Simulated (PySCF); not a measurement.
Be(NH2)(GeH3) (BeGeH₅N), SMILES [NH2][Be][GeH3]. Atoms are numbered in the order given.

```xyz
8

Be    -0.1135     1.1241    -0.7086
N     -0.2281     2.3838    -1.5085
H     -0.5720     3.2652    -1.1594
H      0.0269     2.4805    -2.4794
Ge     0.0692    -0.7252     0.4590
H      0.9871    -1.7707    -0.2165
H      0.6709    -0.5024     1.8657
H     -1.2751    -1.4505     0.6948
```

The structure is a stationary point at B3LYP-D3(BJ)/def2-TZVP. The values are those of a single conformer.

Level of theory: IEF-PCM-PBE0/def2-SVP (PySCF).

The values are the electrostatic part of the solvation free energy, E(continuum) − E(gas) at the gas-phase geometry, in a cavity of scaled van der Waals radii (PySCF's table); cavitation and dispersion terms are not included. A continuum can't describe solvent molecules that bind to the metal. In vacuum the orbital gap is 6.94 eV. The dipole moment in vacuum is 2.64 D.

Computed values in water (ε = 78.36), 2-propanol (ε = 19.26), tetrahydrofuran (ε = 7.43):
```json
[
 {"solvent": "water", "ε": "78.36", "ΔG(elec) (kcal/mol)": "-4.5", "dipole (D)": "3.33", "gap (eV)": "7.02"},
 {"solvent": "2-propanol", "ε": "19.26", "ΔG(elec) (kcal/mol)": "-4.2", "dipole (D)": "3.29", "gap (eV)": "7.01"},
 {"solvent": "tetrahydrofuran", "ε": "7.43", "ΔG(elec) (kcal/mol)": "-3.6", "dipole (D)": "3.20", "gap (eV)": "6.99"}
]
```
